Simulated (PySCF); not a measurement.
BGeH₅O₂S.
SMILES with atom numbers: `[OH:1][B:2]([OH:3])[GeH2:4][SH:5]` (hydrogens: H6 on O1; H7 on O3; H8, H9 on Ge4; H10 on S5)

Cartesian coordinates in Å at the PBE0-D3(BJ)/def2-SVP level; atoms count from 1:
```
atom  x, y, z in Å
O1     0.003   -1.535    0.522
B2    -0.660   -0.449    0.041
O3    -1.952   -0.448   -0.371
Ge4    0.432    1.311   -0.065
S5     2.518    0.739   -0.656
H6    -0.500   -2.357    0.549
H7    -2.412   -1.293   -0.304
H8     0.464    2.076    1.278
H9    -0.047    2.291   -1.150
H10    2.452   -0.437    0.007
```

Level of theory: TDDFT CAM-B3LYP/def2-SVPD, vertical, gas phase, core orbitals frozen in the response in PySCF. Relativistic effects, spin–orbit coupling among them, are left out although an element past zinc is present.

Computed states:

| state | E (eV) | f |
| --- | --- | --- |
| S1 | 5.42 | 0.016 |
| S2 | 5.76 | 0.0073 |
| S3 | 6.33 | 0.027 |
| S4 | 6.62 | 0.043 |
| S5 | 6.94 | 0.054 |
| S6 | 7.06 | 0.026 |
| S7 | 7.19 | 0.084 |
| S8 | 7.42 | 0.020 |
| S9 | 7.57 | 0.063 |
| S10 | 7.65 | 0.078 |

Broadening: Gaussians 0.4 eV wide at half height, area fixed by f = 4.319×10⁻⁹ ∫ε dν̃. The width is an assumption, not a result. The curve ends short of the highest state used, and states not computed would add to its high-energy end.

Problem. Give the broadened spectrum and its maxima.

Solution. 
λ (nm), ε (L mol⁻¹ cm⁻¹) and a bar:
```
    175.8       9072 ##############################
    177.3       8319 ############################
    178.8       7335 ########################
    180.3       6321 #####################
    181.8       5447 ##################
    183.3       4804 ################
    184.7       4408 ###############
    186.2       4132 ##############
    187.7       3919 #############
    189.2       3704 ############
    190.7       3463 ###########
    192.1       3216 ###########
    193.6       2932 ##########
    195.1       2625 #########
    196.6       2290 ########
    198.1       1929 ######
    199.6       1558 #####
    201.0       1228 ####
    202.5        919 ###
    204.0        678 ##
    205.5        516 ##
    207.0        430 #
    208.4        407 #
    209.9        427 #
    211.4        476 ##
    212.9        538 ##
    214.4        603 ##
    215.9        669 ##
    217.3        730 ##
    218.8        800 ###
    220.3        875 ###
    221.8        955 ###
    223.3       1034 ###
    224.7       1098 ####
    226.2       1147 ####
    227.7       1166 ####
    229.2       1149 ####
    230.7       1093 ####
    232.2       1004 ###
    233.6        898 ###
    235.1        769 ###
    236.6        636 ##
    238.1        508 ##
    239.6        393 #
    241.0        300 #
    242.5        218 #
    244.0        154 #
    245.5        105 
    247.0         70 
    248.5         45 
    249.9         30 
    251.4         18 
    252.9         11 
    254.4          6 
    255.9          4 
    257.4          2
```

Maxima: 228 nm (5.44 eV), ε about 1200, made up of S1 (92%) (ε in L mol⁻¹ cm⁻¹; maxima over ε = 5, shares over 10%). At its high-energy end, 7.05 eV, the curve is still rising (ε about 9000, from S5, S6 and S7).

Problem. On this curve, what absorbance would a 10⁻⁵ mol/L sample give at 222 nm over a 1 cm path?

Solution. 222 nm is 5.585 eV, where ε is about 970 L mol⁻¹ cm⁻¹, so A = ε c l ≈ 0.0097 (Beer–Lambert, with the gas-phase spectrum and the assumed width).

Problem. What would ε be at 5.44 eV, the highest of these maxima, with half the width (0.2 eV)?

Solution. About 2110 L mol⁻¹ cm⁻¹ against 1170, a factor of about 1.8; a lone state at its own centre would give exactly 2.

Problem. Coming from long wavelengths, where does ε first pass 100 L mol⁻¹ cm⁻¹?

Solution. At about 246 nm (5.05 eV), 0.37 eV below S1.

The vertical ionisation energy (ΔSCF) is 9.06 eV, 1.41 eV above S10.

One conformer stands for the species.
